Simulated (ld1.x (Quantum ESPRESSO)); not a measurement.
# Ir (Z = 77): variants of one PAW potential

Base potential:

Ir, PAW, made with ld1.x (Quantum ESPRESSO) 7.5 (PBE, scalar-relativistic). Core [Kr] 4d10 4f14 5s2, reference 5p6 5d7 6s1.5 6p0.5. Waves: 6s (bound): rcut 2.10, rcutus 2.45 bohr; 6s channel at 0.8 Ry: rcut 2.10, rcutus 2.45 bohr; 5p (bound): rcut 1.50, rcutus 2.00 bohr; 6p (bound): rcut 1.50, rcutus 2.00 bohr; 5d (bound): rcut 1.20, rcutus 1.50 bohr; 5d channel at 0.35 Ry: rcut 1.20, rcutus 1.50 bohr; 5f channel at -0.1 Ry: rcut 2.20, rcutus 2.40 bohr. Local part: all-electron potential smoothed inside 2.20 bohr (lloc = -1). Core correction: Bessel-smoothed model core inside 1.35 bohr. Augmentation charge: BG, radius 1.25 bohr.

All-electron outer shells of the reference configuration (PBE, scalar-relativistic, ld1.x):

```tsv
shell	level (eV)	outermost node (bohr)	outermost maximum (bohr)
5s	-98.99	0.50	0.89
4f	-63.18	–	0.39
5p	-55.71	0.54	1.01
5d	-8.09	0.59	1.29
6s	-7.03	1.17	2.38
6p	-1.71	1.39	3.38
```

Cutoffs, loose and tight: the cutoffs (Ry, on a coarse ladder) from which the occupation-weighted sum of valence levels, in a spherical-Bessel basis at the reference potential, stays within 10 and 1 mRy of its value at 400 Ry. They do not see the model core or the augmentation charge, which bear on the density cutoff. Test errors are all-electron minus pseudo excitation energies from the reference, over the configurations 5p6 5d7 6s2 6p0; 5p6 5d7 6s1 6p0; 5p6 5d7 6s0 6p0; 5p6 5d6 6s2 6p1; 5p6 5d5 6s0 6p0; 5p5 5d7 6s2 6p0; 5p6 5d7 6s0 6p1. A dash means not determined; rows that change the core or the reference have their own tests. The largest error is taken over the tests solved by every variant that gives reliable tests at all: 5p6 5d7 6s0 6p0; 5p6 5d7 6s1 6p0; 5p6 5d7 6s2 6p0.

```csv
change,outcome,"cutoff, loose","cutoff, tight",bound ghosts,largest test error (meV)
base,generated,45 Ry,80 Ry,none,+24
"core correction a·sin(br)/r model core, default radius (ld1.x builds one for every PAW set, though the input has nlcc=.false.)",generated,45 Ry,80 Ry,none,+26
core correction Bessel-smoothed model core inside 0.70 bohr,generated,45 Ry,80 Ry,none,+24
core correction Bessel-smoothed model core inside 0.96 bohr,generated,45 Ry,80 Ry,none,+23
core correction Bessel-smoothed model core inside 1.16 bohr,generated,45 Ry,80 Ry,none,+23
core correction Bessel-smoothed model core inside 1.30 bohr,generated,45 Ry,80 Ry,none,+24
core correction Bessel-smoothed model core inside 1.50 bohr,generated,45 Ry,80 Ry,none,+24
core correction Bessel-smoothed model core inside 1.72 bohr,generated,45 Ry,80 Ry,none,+23
```
